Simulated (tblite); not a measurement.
Species: C3H9FO2Si2.
Cartesian coordinates in Å at the GFN2-xTB level; atoms count from 1:
```xyz
17
C3H9FO2Si2 angstrom
F     -0.542    0.872    1.897
C     -1.128    1.016    0.648
C     -2.121   -0.128    0.456
Si    -1.018   -1.509   -0.266
C      0.387   -0.241   -0.610
O      1.447   -0.560    0.229
Si     2.653    0.433    0.706
O     -0.160    1.038   -0.329
H     -1.592    2.011    0.658
H     -2.594   -0.353    1.408
H     -2.896    0.191   -0.239
H     -0.575   -2.494    0.711
H     -1.590   -2.063   -1.494
H      0.757   -0.159   -1.639
H      2.183    1.555    1.511
H      3.416   -0.551    1.462
H      3.364    0.953   -0.468
```

Calculated harmonic vibrations of the isolated species, GFN2-xTB (tblite), most abundant isotopes, no scaling. Errors from tens to a few hundred cm⁻¹ against measured bands are possible. Modes of hydrogen on silicon can be 10 to 20 % off. One conformer, not necessarily the lowest.

Harmonic wavenumbers (cm⁻¹): 56.8, 75.4, 98.5, 125.2, 156.8, 214.2, 352.2, 416.7, 453.2, 469.0, 512.2, 559.6, 604.9, 632.9, 641.6, 693.5, 731.7, 740.7, 744.6, 758.2, 786.8, 807.5, 815.5, 827.0, 897.8, 930.2, 986.8, 1072.5, 1110.5, 1129.2, 1195.4, 1220.2, 1274.8, 1301.2, 1319.2, 1444.6, 2213.1, 2278.3, 2296.6, 2323.3, 2338.4, 2885.5, 2919.9, 3003.6, 3028.3.

A = 2313, B = 1130, C = 906.4 MHz; mass 152.013 u (most abundant isotopes); point group C1, symmetry number 1.

What is the zero-point energy?

Half the sum of the wavenumbers: 24722 cm⁻¹ = 70.68 kcal/mol.

Entropy at 350 K, 1 bar (ideal gas, RRHO, classical rotation)?

Translation 41.79, rotation 29.77, vibration 34.07: S = 105.6 cal/(mol K).

And Cp and H(350 K) − H(0)?

Cp = 45.40 cal/(mol K), of which vibrations give 37.45 (their classical limit is 45 R = 89.4); H(350 K) − H(0) = 9.16 kcal/mol without the zero-point energy, 6.38 from vibrations.

Blend soft modes into free rotors: weight 1/[1 + (100 cm⁻¹/ν̃)⁴] for the oscillator and the rest for a rotor with moment μB/(μ + B), μ = h/(8π²ν), B = 10⁻⁴⁴ kg m². What vibrational entropy results?

31.52 cal/(mol K) in place of 34.07, which changes −T·S at 350 K by +0.89 kcal/mol.

Which modes carry the vibrational entropy at 350 K?

56.8 cm⁻¹: 4.88; 75.4 cm⁻¹: 4.32; 98.5 cm⁻¹: 3.80; 125.2 cm⁻¹: 3.33; 156.8 cm⁻¹: 2.89; 214.2 cm⁻¹: 2.30 cal/(mol K); the other 39 give 12.54 together.

What must be added to the electronic energy to get the Gibbs energy at 350 K and 1 bar?

ZPE + [H(350 K) − H(0)] − T·S = 70.68 + 9.16 − 36.97 = 42.87 kcal/mol.

How do the functions run with temperature in this model?

```
 T (K)  S (cal/(mol K))  Cp (cal/(mol K))  H − H(0) (kcal/mol)  G − H(0) (kcal/mol)  ln q(vib)
    50             59.0              13.3                 0.50                -2.45       0.44
   100             69.8              18.1                 1.29                -5.69       1.62
298.15             98.8              40.0                 6.94               -22.51       6.62
373.15            108.6              47.6                10.24               -30.29       8.58
   500            124.0              57.7                16.95               -45.06      11.92
   750            150.1              70.6                33.14               -79.44      18.24
  1000            171.6              78.5                51.85              -119.74      24.04
```

q(vib) and H(0) count from the zero-point level.

Hindered rotation and anharmonicity are outside this model. Other conformers, if any are populated, would add a mixing term that is left out. The structure is chiral; the term R ln 2 for an equal mix with its mirror image is left out.

Time: 0.74 s wall. Hardware: one thread of an Arm Neoverse V1, no GPU, shared host with 64 logical CPUs at a one-minute load of 66. This covers the Hessian and the dipole derivatives.
